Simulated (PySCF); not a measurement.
Isomers of CH3BSi. All species are isolated molecules in the gas phase. Strings in code marks are SMILES.

The S1 excitation (TDA) from two functionals at the same geometries (B3LYP-D3(BJ)/def2-TZVP), both in PySCF: PBE-D3(BJ)/def2-TZVP and B3LYP-D3(BJ)/def2-TZVP. B3LYP has the VWN-RPA correlation part, as in Gaussian. Excitations are Tamm–Dancoff values on a coarser integration grid. The basis has no diffuse functions, so Rydberg states are missing or too high.

| species | PBE-D3(BJ)/def2-TZVP (eV) | B3LYP-D3(BJ)/def2-TZVP (eV) |
|---|---|---|
| `C1=B[SiH2]1` | 2.76 | 2.83 |
| `B1[SiH]=C1` | 3.77 | 3.92 |
| `[SiH2]=C=B` | 2.21 | 2.30 |

Over these rows, drawn at random from the members with no instability flagged (it was tested for open shells, ions and some series alone), PBE minus B3LYP-D3(BJ): mean -0.10 eV, from -0.15 eV to -0.06 eV.
